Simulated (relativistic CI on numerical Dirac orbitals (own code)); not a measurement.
# Dy XXXVIII: sensitivity of the levels to the model

Base calculation: Dirac-Coulomb-Breit CI, orbitals from a KLI potential per configuration, model QED (radiative potential, 1s self-energy scaled to tabulated hydrogen-like ionisation energies), unscaled Slater integrals.

CI space (outside the closed core [Ar]): 3d10 4s, 3d10 4p, 3d10 4d, 3d10 4f, 3d10 5s, 3d10 5p, 3d10 5d, 3d10 5f, 3d10 5g, 3d10 6s, 3d10 6p, 3d10 6d, 3d9 4s2, 3d10 6f, 3d10 7s, 3d9 4s 4p, 3d10 8s, 3d9 4s 4d, 3d9 4s 4f, 3d9 4s 5s, 3d9 4s 5p, 3d9 4s 5d, 3d9 4s 5f. Double excitations out of closed p, d and f shells are left out; levels of such configurations are missing from the list, as are those of other unlisted configurations, and high levels can miss mixing partners.

Variants: (1) Breit term removed. Shifts of the energy above 3d10 4s 2S_1/2, in eV, for the lowest level and the first level of each name with at least 55 % of one term (blank where a level changes its place among those of its configuration and J or its character, or is not in the variant):

| Level | Base | Δ(1) |
| --- | --- | --- |
| 3d10 4s 2S_1/2 | 0.00 | 0.00 |
| 3d10 4p 2P°_1/2 | 78.63 | -0.69 |
| 3d10 4p 2P°_3/2 | 133.64 | -0.05 |
| 3d10 4d 2D_3/2 | 258.34 | +0.32 |
| 3d10 4d 2D_5/2 | 269.90 | +0.62 |
| 3d10 4f 2F°_5/2 | 403.38 | +0.83 |
| 3d10 4f 2F°_7/2 | 405.89 | +1.02 |
| 3d10 5s 2S_1/2 | 684.14 | +0.59 |
| 3d10 5p 2P°_1/2 | 722.08 | +0.28 |
| 3d10 5p 2P°_3/2 | 747.60 | +0.57 |
| 3d10 5d 2D_3/2 | 806.41 | +0.73 |
| 3d10 5d 2D_5/2 | 811.95 | +0.88 |
| 3d10 5f 2F°_5/2 | 870.77 | +0.98 |
| 3d10 5f 2F°_7/2 | 872.28 | +1.06 |
| 3d10 5g 2G_7/2 | 900.23 | +1.09 |
| 3d10 5g 2G_9/2 | 900.82 | +1.11 |
| 3d10 6s 2S_1/2 | 1021.98 | +0.83 |
| 3d10 6p 2P°_1/2 | 1042.99 | +0.66 |
| 3d10 6p 2P°_3/2 | 1056.96 | +0.82 |
| 3d10 6d 2D_3/2 | 1089.36 | +0.90 |
| 3d10 6d 2D_5/2 | 1092.46 | +0.99 |
| 3d9 4s2 2D_5/2 | 1117.62 | +0.51 |

At this charge energies of transitions that change n are usually good to better than 1 %, and those within a shell (Δn = 0) to a few per cent.

Ionisation energy from the two ground configurations alone: base 1689.94 eV; Breit term removed 1691.08 eV. The NIST ASD value (semi-empirical) is 1691.7 eV.

LS names give the leading component of a level, which can be under half, so a name can repeat, a term be missing and a line seem to break the LS rules.
